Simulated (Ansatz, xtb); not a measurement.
Relative energy of two isomers of C4H6OSeSi

We compare a, `Oc1c[se]cc1[SiH3]`, a singlet, with b, `Oc1ccc([SiH3])[se]1`, a singlet. Both are isolated molecules in the gas phase, relaxed with r2SCAN-D4/def2-SVP; the shapes shown needn't be the lowest conformers.

a (Å):

```yaml
atoms:
  - { symbol: C, position_ang: [-0.2305, -0.3798, 1.1095] }
  - { symbol: C, position_ang: [-0.2137, -1.4040, 0.1923] }
  - { symbol: C, position_ang: [2.0462, -0.8998, 1.3214] }
  - { symbol: C, position_ang: [1.0254, -0.0846, 1.7504] }
  - { symbol: O, position_ang: [-1.3076, 0.3692, 1.4625] }
  - { symbol: Se, position_ang: [1.4946, -2.1359, 0.0435] }
  - { symbol: Si, position_ang: [1.2171, 1.2710, 3.0280] }
  - { symbol: H, position_ang: [-2.0818, 0.0746, 0.9655] }
  - { symbol: H, position_ang: [-1.0489, -1.7826, -0.3982] }
  - { symbol: H, position_ang: [3.0865, -0.8802, 1.6500] }
  - { symbol: H, position_ang: [2.6451, 1.2866, 3.4664] }
  - { symbol: H, position_ang: [0.3458, 1.0251, 4.2156] }
  - { symbol: H, position_ang: [0.8678, 2.6066, 2.4588] }
```

b (Å):

```xyz
13

C    -0.5725   -0.8451    0.2525
C     0.0563   -1.6656    1.1585
C     0.8676   -0.9750    2.1015
C     0.9300    0.4012    2.0033
O    -1.3863   -1.2755   -0.7271
Se   -0.1477    0.9681    0.5591
Si    1.8924    1.5721    3.0761
H    -1.7184   -0.5319   -1.2462
H    -0.0739   -2.7496    1.1330
H     1.4246   -1.5080    2.8790
H     2.8889    2.3619    2.2880
H     2.6098    0.7498    4.0956
H     1.0029    2.5545    3.7702
```

Question: Estimate which is lower in electronic energy at CCSD(T)/def2-SVP + ΔMP2/def2-TZVPP, and by roughly how much.

Answer: The CCSD(T)/def2-SVP + ΔMP2/def2-TZVPP calculation puts structure a lower, by 2.4 kcal/mol.

The same difference at several levels:

```json
{"level": "GFN2-xTB", "geometry": "GFN2-xTB", "E(b) − E(a) (kcal/mol)": "+4.4", "departure from the last row (kcal/mol)": "+2.0", "job, with rough time for the two": "optimisation, 0.47 s"}
{"level": "HF/STO-3G", "geometry": "GFN2-xTB", "E(b) − E(a) (kcal/mol)": "+2.5", "departure from the last row (kcal/mol)": "+0.1", "job, with rough time for the two": "single point, 1.1 s"}
{"level": "r2SCAN-D4/def2-SVP//GFN2-xTB", "geometry": "GFN2-xTB", "E(b) − E(a) (kcal/mol)": "+1.9", "departure from the last row (kcal/mol)": "−0.4", "job, with rough time for the two": "single point, 11 s"}
{"level": "r2SCAN-D4/def2-SVP", "geometry": "r2SCAN-D4/def2-SVP", "E(b) − E(a) (kcal/mol)": "+2.0", "departure from the last row (kcal/mol)": "−0.3", "job, with rough time for the two": "optimisation, 2 min"}
{"level": "HF/def2-SVP", "geometry": "r2SCAN-D4/def2-SVP", "E(b) − E(a) (kcal/mol)": "+3.3", "departure from the last row (kcal/mol)": "+1.0", "job, with rough time for the two": "part of the CCSD(T) run"}
{"level": "MP2/def2-SVP", "geometry": "r2SCAN-D4/def2-SVP", "E(b) − E(a) (kcal/mol)": "+3.1", "departure from the last row (kcal/mol)": "+0.7", "job, with rough time for the two": "part of the CCSD(T) run"}
{"level": "CCSD(T)/def2-SVP", "geometry": "r2SCAN-D4/def2-SVP", "E(b) − E(a) (kcal/mol)": "+3.1", "departure from the last row (kcal/mol)": "+0.8", "job, with rough time for the two": "single point"}
{"level": "CCSD(T)/def2-SVP + ΔMP2/def2-TZVPP", "geometry": "r2SCAN-D4/def2-SVP", "E(b) − E(a) (kcal/mol)": "+2.4", "departure from the last row (kcal/mol)": "", "job, with rough time for the two": "single point, 4.3 min"}
```

As drawn, both hold the same kinds of bond in the same numbers.

None of the levels shown reverses the order. The largest departure from CCSD(T)/def2-SVP + ΔMP2/def2-TZVPP is that of GFN2-xTB, 2.0 kcal/mol. The last row adds to CCSD(T) the change of the MP2 difference between the two basis sets, here −0.8 kcal/mol.

With thermal terms from frequencies at re-optimised GFN2-xTB minima (ideal gas, soft modes damped towards free rotors, one conformer each, 298.15 K, 1 atm): the zero-point term adds −0.1 kcal/mol; ΔH is +2.4 and ΔG +1.9 kcal/mol.

The correlated steps freeze 19 core orbitals; the filled d shell of Se is correlated, in a basis made for valence electrons. Programs: Ansatz 0.2.0, xtb 6.7.1; the last row on 2 threads of Arm Neoverse V1 on a shared host.
